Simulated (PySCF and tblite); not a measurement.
Values are calculated unless marked as measured or tabulated.
C5H10GeO, numbered as in [GeH3:1][C@H:2]1[CH2:3][CH2:4][C@@H:5]2[O:6][C@H:7]12.

Search: ETKDG and KDG, UFF, GFN2-xTB, 60 starts; geometries at GFN2-xTB. Energies: PBE0-D3(BJ)/pcSseg-1, with GFN2-xTB thermal terms (modes under about 100 cm⁻¹ blended into free rotors). Symmetry numbers and mirror images are counted. Conformers within 3 kcal/mol (GFN2-xTB free energy) were kept, 10 at most. Run with PySCF (density fitting) and tblite.

Rotational constants are equilibrium values for the commonest isotopes; dipoles come from the energy level named.

The 5-ring runs over atoms 2–3–4–5–7.

```csv
conformer,shape,symmetry,weight %
1,"5-ring envelope (ring torsions 31, -19, 0, 20, -31°)",C1,99.9
2,"5-ring envelope (ring torsions -26, 16, 0, -16, 26°)",C1,0.1
```

Sets of constants, in random order:

| set | A (MHz) | B (MHz) | C (MHz) | abs μa (D) | abs μb (D) | abs μc (D) |
| --- | --- | --- | --- | --- | --- | --- |
| P | 4010 | 1084 | 999 | 0.89 | 0.69 | 0.75 |
| Q | 4261 | 987 | 863 | 0.31 | 1.25 | 1.01 |

(1) Match each set to its conformer.

## Answers

(1) P is conformer 1, Q is conformer 2.
